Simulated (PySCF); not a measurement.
Several species in one continuum solvent.

All values: PBE0/pcSseg-1 (PySCF, non-relativistic), each on one gas-phase PBE0-D3(BJ)/def2-SVP geometry that isn't relaxed in the solvent. The solvent is an IEF-PCM continuum (Bondi radii, 1.10 Å for H, scaled by 1.2). Specific hydrogen bonds and non-electrostatic terms are outside this model.

Problem. Order them by E(solvent) − E(gas) in chloroform (ε = 4.711), most negative first (kJ/mol).
A. `[SH:1][C@:2]12[C@H:3]3[C@@H:4]4[C@@H:5]5[C@H:6]3[C@H:7]1[C@@H:8]5[C@H:9]24` with H–S1–C2–C3 63°
B. `Cn1ccc(c1)F`
C. `[CH2:1]=[CH:2][S:3][c:4]1[cH:5][cH:6][cH:7][cH:8][cH:9]1` with C1–C2–S3–C4 0°, C2–S3–C4–C5 92°
D. `[CH2:1]=[CH:2][c:3]1[cH:4][cH:5][cH:6][cH:7][c:8]1[SH:9]` with C1–C2–C3–C4 35°, C7–C8–S9–H -139°
E. `[CH3:1]/[N:2]=[CH:3]\[C@@H:4]1[CH2:5][CH2:6][O:7][BH:8][O:9]1` with N2–C3–C4–C5 -80°, C3–C4–C5–C6 -173°, C4–C5–C6–O7 52°, C5–C6–O7–B8 -26°, C6–O7–B8–O9 -1°
F. `[CH3:1][C:2](=[S:3])[C@@:4]12[C@@H:5]3[C@H:6]4[C@@H:7]3[C@@H:8]1[C@@H:9]24` with C1–C2–C4–C5 0°

Solution. E (-22.8), F (-16.3), B (-15.5), D (-13.7), C (-12.7), A (-9.3).

```csv
SMILES,charge,ΔE (kJ/mol),polarisation term (kJ/mol),HOMO shift (eV),dipole gas (D),dipole solvent (D),atoms
C/N=C\[C@@H]1CCOBO1,0,-22.8,-25.7,-0.01,3.31,4.04,19
CC(=S)[C@@]12[C@@H]3[C@H]4[C@@H]3[C@@H]1[C@H]42,0,-16.3,-19.7,-0.23,3.81,5.08,17
Cn1ccc(F)c1,0,-15.5,-17.4,-0.06,3.54,4.25,13
C=Cc1ccccc1S,0,-13.7,-14.9,-0.02,1.31,1.65,17
C=CSc1ccccc1,0,-12.7,-13.7,-0.11,1.60,1.97,17
S[C@]12[C@H]3[C@@H]4C5[C@H]3[C@H]1[C@@H]5[C@@H]42,0,-9.3,-10.2,-0.07,1.67,2.05,17
```

Over the 6 neutral species the correlation coefficient of ΔE with the squared gas-phase dipole is -0.65. The polarisation term is half the interaction of the solute with the induced surface charges.
